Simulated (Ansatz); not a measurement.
Ansatz (a first-principles code) input (B3LYP-D3(BJ)/def2-TZVP):

Ansatz 0.2 input:
```yaml
crystal:
  periodic: [false, false, false]
  atoms:
    - {symbol: I, position_ang: [-1.96136242, -0.05244156, 0.04619849]}
    - {symbol: B, position_ang: [0.01458025, 0.00064730, 0.02086093]}
    - {symbol: I, position_ang: [1.99053197, 0.05373598, -0.00447665]}
basis:
  gaussian:
    orbitals: def2-TZVP
hamiltonian:
  xc: b3lyp
  dispersion: d3bj
total_charge: 1
relax: {f_tol: 0.002, max_steps: 150}
```

End of the output:

```
integrals: 0.05 GiB planned
991 factors; their error is unknown
mean field: 0.48 GiB planned
mean field evaluation 1: about -16872.3147 eV, gradient 4.0e1 eV
mean field evaluation 2: about -16862.3779 eV, gradient 7.6e1 eV
mean field evaluation 4: about -16875.8150 eV, gradient 1.5e0 eV
mean field evaluation 8: about -16876.2508 eV, gradient 7.9e-1 eV
mean field evaluation 16: about -16876.2511 eV, gradient 1.8e-5 eV
mean field -16876.25114592 eV, -620.1907904785 hartree, gradient 1.8e-5 eV, S^2 0.000000; 0 other end points of the search recorded, 0 dependent functions left out
the calculation of the forces begins
reference -16876.25135302 eV, -620.1907980894 hartree; 27, 27 occupied and 104, 104 virtual orbitals, 991 factors
relax step   1: F+E_penalty+E_count = -16876.45685126 eV  Δ(F+E_penalty+E_count) = +0.000e0 eV  max|allowed force component| = 5.837e-2 eV/Å  Δτ_max = 0.0000 Å  (29 SCF iters, accepted)
these checks for a lower state are left out or cut short: starts, cluster_reference, orbital_swaps, neighbouring_geometries, increment
integrals: 0.05 GiB planned
991 factors; their error is unknown
mean field: 0.48 GiB planned
mean field -16876.25103246 eV, -620.1907863091 hartree, gradient 1.0e-5 eV, S^2 0.000000; 0 other end points of the search recorded, 0 dependent functions left out
the calculation of the forces begins
reference -16876.25123952 eV, -620.1907939186 hartree; 27, 27 occupied and 104, 104 virtual orbitals, 991 factors
relax step   2: F+E_penalty+E_count = -16876.45699219 eV  Δ(F+E_penalty+E_count) = -1.409e-4 eV  max|allowed force component| = 4.141e-3 eV/Å  Δτ_max = 0.0026 Å  (33 SCF iters, accepted)
these checks for a lower state are left out or cut short: starts, cluster_reference, orbital_swaps, neighbouring_geometries, increment
integrals: 0.05 GiB planned
991 factors; their error is unknown
mean field: 0.48 GiB planned
mean field evaluation 32: about -16876.2510 eV, gradient 1.0e-5 eV
mean field -16876.25104994 eV, -620.1907869515 hartree, gradient 1.0e-5 eV, S^2 0.000000; 0 other end points of the search recorded, 0 dependent functions left out
the calculation of the forces begins
reference -16876.25125701 eV, -620.1907945611 hartree; 27, 27 occupied and 104, 104 virtual orbitals, 991 factors
relax step   3: F+E_penalty+E_count = -16876.45699290 eV  Δ(F+E_penalty+E_count) = -7.095e-7 eV  max|allowed force component| = 2.379e-6 eV/Å  Δτ_max = 0.0002 Å  (34 SCF iters, accepted)
integrals: 0.05 GiB planned
991 factors; their error is unknown
mean field: 0.48 GiB planned
mean field -16876.25104994 eV, -620.1907869515 hartree, gradient 1.0e-5 eV, S^2 0.000000; 1 other end points of the search recorded, 0 dependent functions left out
the calculation of the forces begins
reference -16876.25125701 eV, -620.1907945611 hartree; 27, 27 occupied and 104, 104 virtual orbitals, 991 factors
Total energy: -16876.45719997 eV, -620.1983628253 hartree
Atom 0 at    -1.958940    -0.052376     0.046167 Å, force     0.000002     0.000000    -0.000000 eV/Å
Atom 1 at     0.014583     0.000647     0.020861 Å, force     0.000001     0.000000    -0.000000 eV/Å
Atom 2 at     1.988106     0.053671    -0.004446 Å, force    -0.000002    -0.000000     0.000000 eV/Å
Dipole moment:    -0.000000    -0.000000     0.000000 e Å
```
